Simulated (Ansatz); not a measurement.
**Abstraction of F: CF4 + C2H3Si → CF3 + C2H3FSi**

Species: CF4 (tetrafluoromethane) `FC(F)(F)F`, singlet; C2H3Si `C#C[SiH2]`, doublet; CF3 `F[C](F)F`, doublet; C2H3FSi `C#C[SiH2]F`, singlet. A radical takes F: the energy is the difference in strength between the C–F bond broken and the Si–F bond made.

Shapes, held fixed at every level: PBE0-D4/def2-TZVP. Programs: Ansatz 0.2.0. The zero-point and thermal change to 298 K, harmonic and unscaled (PBE0-D4/def2-TZVP), is +1.5 kJ/mol.

```json
{"level": "MP2/def2-SVP", "kind": "perturbation theory", "ΔH(298 K) (kJ/mol)": "-66.8", "less CCSD(T)/CBS estimate": "+27.2"}
{"level": "MP2/def2-TZVPP", "kind": "perturbation theory", "ΔH(298 K) (kJ/mol)": "-106.8", "less CCSD(T)/CBS estimate": "-12.8"}
{"level": "r2SCAN-D4/def2-TZVPP", "kind": "meta-GGA", "ΔH(298 K) (kJ/mol)": "-82.1", "less CCSD(T)/CBS estimate": "+11.9"}
{"level": "r2SCAN0-D4/def2-TZVPP", "kind": "global hybrid", "ΔH(298 K) (kJ/mol)": "-83.1", "less CCSD(T)/CBS estimate": "+10.9"}
{"level": "wB97X-V/def2-TZVPP", "kind": "range-separated hybrid", "ΔH(298 K) (kJ/mol)": "-88.5", "less CCSD(T)/CBS estimate": "+5.5"}
{"level": "CCSD(T)/def2-TZVPP", "kind": "coupled cluster or CI", "ΔH(298 K) (kJ/mol)": "-85.7", "less CCSD(T)/CBS estimate": "+8.3"}
{"level": "CCSD/def2-TZVPP", "kind": "coupled cluster or CI", "ΔH(298 K) (kJ/mol)": "-88.1", "less CCSD(T)/CBS estimate": "+5.9"}
{"level": "CCSD(T)/CBS estimate", "kind": "coupled cluster or CI", "ΔH(298 K) (kJ/mol)": "-94.0", "less CCSD(T)/CBS estimate": "0.0"}
```

The highest level, CCSD(T)/CBS estimate, gives ΔH(298 K) = -94.0 kJ/mol; the levels span -106.8 to -66.8. The column of differences is taken from that level and isn't an error. No measured value is set beside it here. Spin contamination: C2H3Si (⟨S²⟩ up to 0.85). Open shells run unrestricted. The CBS estimate extrapolates MP2 from def2-TZVPP and def2-QZVPP and adds CCSD(T) − MP2 in the triple-zeta set, cores frozen.
